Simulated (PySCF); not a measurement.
SiOBr, SMILES O=[Si]Br, multiplicity 2.

Geometry: TPSSh-D3(BJ)/def2-TZVP.

Calculation: PySCF with TDA-CAM-B3LYP/def2-SVPD.

Vertical excitations. Gas-phase values at a fixed geometry.

Computed excitation energies, oscillator strengths and character:
```
state    energy (eV)  λ (nm)      f                                                                                             main pairs
-------  -----------  ------  -----  -----------------------------------------------------------------------------------------------------
root 1          2.64     470  0.005                                                                                       β HOMO→LUMO 91 %
root 2          2.80     442  0.001                                                                                     β HOMO−1→LUMO 86 %
root 3          3.59     346  0.008                                                α HOMO→LUMO 77 %, β HOMO−3→LUMO 15 %, β HOMO−1→LUMO 5 %
root 4          3.86     321  0.015                                                                                     β HOMO−2→LUMO 90 %
root 5          3.93     315  0.018                                                                   α HOMO→LUMO 19 %, β HOMO−3→LUMO 71 %
root 6          4.28     290  0.025                                                                 α HOMO−2→LUMO 12 %, β HOMO−4→LUMO 81 %
root 7          4.99     248  0.007  α HOMO−2→LUMO 33 %, α HOMO−3→LUMO 11 %, β HOMO−1→LUMO+1 35 %, β HOMO−3→LUMO+1 10 %, β HOMO−4→LUMO 6 %
root 8          5.13     242  0.000                                              α HOMO−1→LUMO 60 %, α HOMO−4→LUMO 9 %, β HOMO→LUMO+1 24 %
root 9          5.49     226  0.004                                                                 α HOMO−1→LUMO 28 %, β HOMO→LUMO+1 64 %
root 10         5.97     208  0.043                                                                                     α HOMO→LUMO+1 73 %
```
Unrestricted roots are not spin-pure.
